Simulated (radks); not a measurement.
The antimony ion Sb2.2+, configuration [He] 2s2 2p(up 3, down 2.8) 3s2 3p6 3d10 4s2 4p6 4d10 5s2 5p1 (fractional occupations, a model configuration). All-electron calculation, scalar-relativistic Kohn-Sham, r2SCAN, spin-polarised, spherical densities, finite nucleus; open shells are filled with parallel spins first (spin-orbit coupling, left out, can overturn this in heavy ions); meta-GGA in the generalised Kohn-Sham scheme; Fermi nuclear charge, rms radius 4.6802 fm. Program: a radial shooting solver on a logarithmic mesh with Libxc functionals.

Unscreened Slater integrals over Kohn-Sham orbitals (hartree). They are taken over the spin-up orbitals.

\begin{tabular}{lr}
integral & value \\ \hline
F0(5p,5p) & 0.37183 \\
F2(5p,5p) & 0.20278 \\
F0(5p,5s) & 0.39821 \\
G1(5p,5s) & 0.26649 \\
F0(5p,4d) & 0.46263 \\
F2(5p,4d) & 0.12899 \\
G1(5p,4d) & 0.043171 \\
G3(5p,4d) & 0.039002 \\
F0(5p,4p) & 0.47102 \\
F2(5p,4p) & 0.10737 \\
G0(5p,4p) & 0.020793 \\
G2(5p,4p) & 0.026618 \\
F0(5s,5s) & 0.43362 \\
F0(5s,4d) & 0.52918 \\
G2(5s,4d) & 0.068934 \\
F0(5s,4p) & 0.54131 \\
G1(5s,4p) & 0.036473 \\
F0(4d,4d) & 0.89378 \\
F2(4d,4d) & 0.45078 \\
F4(4d,4d) & 0.29784 \\
F0(4d,4p) & 0.96705 \\
F2(4d,4p) & 0.48908 \\
G1(4d,4p) & 0.62153 \\
G3(4d,4p) & 0.38380 \\
F0(4p,4p) & 1.0610 \\
F2(4p,4p) & 0.55795 \\
\end{tabular}

Derived for the open shells (J is the average intra-shell exchange parameter used in DFT+U). 5p: J = F2/5 = 0.04056 hartree.
